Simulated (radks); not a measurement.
Spherical quantum dot in the effective-mass picture: electrons in a hard-walled sphere of radius 4.73, all in effective atomic units (hartree* = m*/eps^2 hartree, bohr* = eps/m* bohr), one dielectric constant everywhere. Calculated with a radial shooting solver with Libxc functionals: non-relativistic Kohn-Sham, exchange-only LDA, spin-polarised, spherical densities. Levels are named by radial order and angular momentum (1s, 1p, 1d, 2s, ...), and open shells are averaged over m.

N = 28, configuration 1s2 1p6 1d10 1f(up 7, down 3). This is the lowest configuration that the search found. Occupied and some empty levels:

| level | occupation | eigenvalue (hartree*) | <r> (bohr*) |
|---|---|---|---|
| 1s up | 1 | 7.5709 | 3.368 |
| 1s down | 1 | 7.6107 | 3.353 |
| 1p up | 3 | 7.6718 | 3.444 |
| 1p down | 3 | 7.7130 | 3.436 |
| 1d up | 5 | 7.8557 | 3.520 |
| 1d down | 5 | 7.8981 | 3.515 |
| 1f up | 7 | 8.1138 | 3.588 |
| 1f down | 3 | 8.1571 | 3.585 |
| 1g up | 0 | 8.4404 | 3.649 |
| 2s up | 0 | 8.4711 | 2.100 |
| 2s down | 0 | 8.4836 | 2.093 |
| 1g down | 0 | 8.4844 | 3.647 |
| 2p up | 0 | 8.8341 | 2.472 |
| 2p down | 0 | 8.8527 | 2.465 |
| 2d up | 0 | 9.2751 | 2.706 |
| 2d down | 0 | 9.2982 | 2.700 |

Energy (hartree*): total 120.827, kinetic 26.440, external 0, Hartree 103.63, exchange-correlation -9.2393.
